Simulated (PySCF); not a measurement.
Worked example: oscillator strength and radiative lifetime

C3H6BF, SMILES C=CCBF.

Geometry: PBE-D3(BJ)/def2-SVP. This is a generated structure with no PubChem entry under its InChIKey; it may be hypothetical. One conformer was computed; it need not be the lowest.

TDDFT-LC-ωPBE/def2-SVPD (PySCF) puts the first singlet state with f over 0.02 at 7.37 eV (vertical), with the transition dipole (0.134, -0.478, -1.391) in atomic units.

Task: Find the oscillator strength, the wavelength and the radiative lifetime that this transition would have in vacuum if emission retraced absorption.

Result: 
|μ|² = 2.1813 au, so |μ| = 3.75 D. ΔE = 7.37/27.211 = 0.2708 hartree. f = (2/3) ΔE |μ|² = 0.394 (the program prints 0.394).
λ = 1239.84/7.37 = 168 nm; ν = 59443 cm⁻¹.
Einstein's coefficient A = 0.6670 ν² f s⁻¹ (ν in cm⁻¹) = 9.3e8 s⁻¹, so τ = 1/A = 1.1 ns. This state is S2; the lower singlet has f = 0.004. The figure is the radiative limit of this one transition; relaxation, internal conversion, crossing to triplets and a medium change what is measured.
